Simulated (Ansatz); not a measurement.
FGeH₅SSi, SMILES `F[SiH2][S][GeH3]`. The species carries charge 0 and has multiplicity 1. The structure was optimised at the PBE0-D4/def2-TZVP level. It is one conformer, not always the lowest.

```xyz
9

F    -0.184   -1.669   -1.537
Si   -0.909   -1.359   -0.145
S     0.444   -0.585    1.275
Ge    0.937    1.348    0.264
H    -1.425   -2.631    0.405
H    -1.987   -0.392   -0.452
H    -0.285    1.801   -0.547
H     2.151    1.148   -0.650
H     1.258    2.339    1.388
```

(1) What is the dipole moment at B3LYP/def2-TZVPP? (An estimate is asked.)

(2) And with PBE, r2SCAN, ωB97M-V? (An estimate is asked.)

(3) Give the Mulliken charges with B3LYP, PBE, r2SCAN in def2-TZVPP. (Estimate.)

Results:

(1) Ansatz gave: 1.41 D, with components (-0.34, 1.34, 0.28) D in this frame, pointing from negative to positive charge.

(2) Ansatz gave: PBE 1.36 D, r2SCAN 1.41 D, ωB97M-V 1.43 D.

(3) Computed: 
```
atom  B3LYP    PBE  r2SCAN
  F1  -0.32  -0.28   -0.32
 Si2   0.58   0.50    0.60
  S3  -0.35  -0.31   -0.37
 Ge4   0.19   0.18    0.23
  H5  -0.07  -0.06   -0.08
  H6  -0.07  -0.07   -0.08
  H7   0.01   0.01    0.01
  H8   0.01   0.01    0.00
  H9   0.01   0.01    0.00
```

B3LYP here is the variant with VWN-RPA as its local correlation; programs differ in this.
